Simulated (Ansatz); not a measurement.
A series at Sn: from `[OH][Sn]([F])([F])[F]`, ligands are replaced one by one, each step taking up H₂ and setting free H–F; n counts the steps. Ansatz, PBE0-D4/def2-TZVP geometries. Each molecule was computed in one conformer, which needn't be the lowest.

CBS adds triple-zeta CCSD(T) − MP2 to the MP2 limit, frozen cores; atoms without spin–orbit coupling. Elements past krypton have def2 core potentials. Outer-core shells of Sn are correlated without core-valence functions. Spin–orbit coupling is left out.

```tsv
n	molecule	atomization energy, CCSD(T)/CBS (kJ/mol)
0	`[OH][Sn]([F])([F])[F]`	2125.4
1	`[OH][SnH]([F])[F]`	1980.6
2	`[OH][SnH2][F]`	?
3	`[OH][SnH3]`	1619.7
```

By hand: fit a straight line y = ȳ + b (n − n̄) to the 3 given rows and predict n = 2.

n̄ = 1.333, ȳ = 1908.57; Σ(n − n̄)(y − ȳ) = -794.57, Σ(n − n̄)² = 4.667, so b = -170.25 kJ/mol a step. Prediction: 1908.57 + (-170.25) × (0.667) = 1795.0 kJ/mol.

By hand: compare with the computed value, 1804.4 kJ/mol, and give the steps along the whole series.

The line misses by 9.4 kJ/mol (computed minus predicted). Steps: -144.8, -176.2, -184.7 kJ/mol.

The steps grow at each stage, from -144.8 to -184.7 kJ/mol, so the series is curved. The miss is 1.9 % of the series' range. The energies themselves are unsure by some kJ/mol a bond, though much of that is common to the series.
